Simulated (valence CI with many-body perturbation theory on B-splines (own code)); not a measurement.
**Forbidden lines of Pr26+**

Method: configuration interaction combined with many-body perturbation theory (CI+MBPT): five valence electrons over a frozen Dirac-Fock core [Ar] 3d10, radial functions for each j: 11 s, 11 p, 10 d, 8 f, 5 g, 2 h, with the one-electron correlation potential Σ1 (screened to all orders), the two-electron term Σ2, the three-electron term Σ3, Breit, model QED; selected single and double excitations, second order for the rest, scaled by the run's own slope (own B-spline code, finite nucleus).

The last digits are not significant, and no measured levels were compared; by estimate large intervals hold to a few tenths of a per cent, small ones and those within an open d or f shell to about a per cent. Among the levels kept, up to 2000 cm⁻¹ of a level comes from second order outside the variational space, and about a tenth of that is noise between levels of different J, which matters for small intervals.

Lines 1 to 20 of 20 in falling wavelength, among levels below 2262000 cm⁻¹, chosen from the decays that carry over 1 % of a level's rate. Wavelengths and rates use the calculated energies. Electric multipoles are in the length gauge, E1 and E2 with the static RPA response of the core. S is in atomic units (e²a₀⁴ for E2 and M2, e²a₀⁶ for E3), for M1 in squared Bohr magnetons. Weak lines are less certain than strong ones. Lines between different terms over intervals too small for the method are left out, as are lines whose strength nearly cancels.

Levels are named by their leading jj configuration (3d3/2^4 stands for four electrons in 3d with j = 3/2), which in mixed levels can hold well under half, so a name can repeat and another be missing. Letters in brackets count levels of one name in rising energy.

| λ vac (Å) | Upper | Lower | Type | A (s⁻¹) | S (a.u.) |
| --- | --- | --- | --- | --- | --- |
| 3218 | (4s^2 4p1/2 4p3/2 4d5/2) J=9/2 | (4s^2 4p1/2 4p3/2 4d5/2) J=7/2 [a] | M1 | 1.10e+02 | 1.35e+00 |
| 2010 | (4s^2 4p1/2 4p3/2 4d5/2) J=9/2 | (4s^2 4p1/2 4p3/2 4d3/2) J=7/2 | M1 | 1.70e+03 | 5.12e+00 |
| 690.7 | (4s^2 4p3/2^2 4d5/2) J=9/2 | (4s^2 4p1/2 4p3/2 4d5/2) J=7/2 [b] | M1 | 3.16e+04 | 3.86e+00 |
| 545.5 | (4s^2 4p1/2 4p3/2 4d5/2) J=9/2 | (4s^2 4p1/2^2 4d5/2) J=5/2 | E2 | 3.29e+02 | 1.42e-01 |
| 529.1 | (4s^2 4p1/2 4p3/2^2) J=3/2 | (4s^2 4p1/2^2 4p3/2) J=3/2 | M1 | 1.43e+05 | 3.13e+00 |
| 518.3 | (4s^2 4p3/2^3) J=3/2 | (4s^2 4p1/2 4p3/2^2) J=1/2 | M1 | 3.63e+04 | 7.51e-01 |
| 479.1 | (4s^2 4p3/2^2 4d5/2) J=9/2 | (4s^2 4p1/2 4p3/2 4d5/2) J=9/2 | M1 | 7.47e+04 | 3.05e+00 |
| 456.0 | (4s^2 4p1/2 4p3/2^2) J=5/2 | (4s^2 4p1/2^2 4p3/2) J=3/2 | M1 | 2.68e+04 | 5.65e-01 |
| 456.0 | (4s^2 4p1/2 4p3/2^2) J=5/2 | (4s^2 4p1/2^2 4p3/2) J=3/2 | E2 | 1.69e+03 | 1.78e-01 |
| 431.7 | (4s^2 4p3/2^3) J=3/2 | (4s^2 4p1/2 4p3/2^2) J=5/2 | M1 | 5.74e+04 | 6.85e-01 |
| 431.7 | (4s^2 4p3/2^3) J=3/2 | (4s^2 4p1/2 4p3/2^2) J=5/2 | E2 | 4.42e+03 | 2.37e-01 |
| 417.0 | (4s^2 4p3/2^2 4d5/2) J=9/2 | (4s^2 4p1/2 4p3/2 4d5/2) J=7/2 [a] | M1 | 6.07e+04 | 1.63e+00 |
| 387.6 | (4s^2 4p1/2 4p3/2^2) J=1/2 | (4s^2 4p1/2^2 4p3/2) J=3/2 | M1 | 1.29e+05 | 5.55e-01 |
| 387.6 | (4s^2 4p1/2 4p3/2^2) J=1/2 | (4s^2 4p1/2^2 4p3/2) J=3/2 | E2 | 2.63e+03 | 4.11e-02 |
| 386.8 | (4s^2 4p3/2^2 4d5/2) J=9/2 | (4s^2 4p1/2 4p3/2 4d3/2) J=7/2 | M1 | 1.36e+04 | 2.92e-01 |
| 381.8 | (4s^2 4p3/2^3) J=3/2 | (4s^2 4p1/2 4p3/2^2) J=3/2 | M1 | 2.61e+05 | 2.15e+00 |
| 247.4 | (4s^2 4p1/2 4p3/2 4d5/2) J=9/2 | (4s 4p1/2^2 4p3/2^2) J=5/2 | E2 | 4.80e+02 | 3.97e-03 |
| 163.1 | (4s^2 4p3/2^2 4d5/2) J=9/2 | (4s 4p1/2^2 4p3/2^2) J=5/2 | E2 | 4.46e+03 | 4.60e-03 |
| 115.8 | (4s^2 4p1/2 4p3/2 4d5/2) J=9/2 | (4s^2 4p1/2 4p3/2^2) J=5/2 | M2 | 1.31e+03 | 2.43e-04 |
| 92.32 | (4s^2 4p1/2 4p3/2 4d5/2) J=9/2 | (4s^2 4p1/2^2 4p3/2) J=3/2 | E3 | 5.41e+01 | 9.84e-02 |
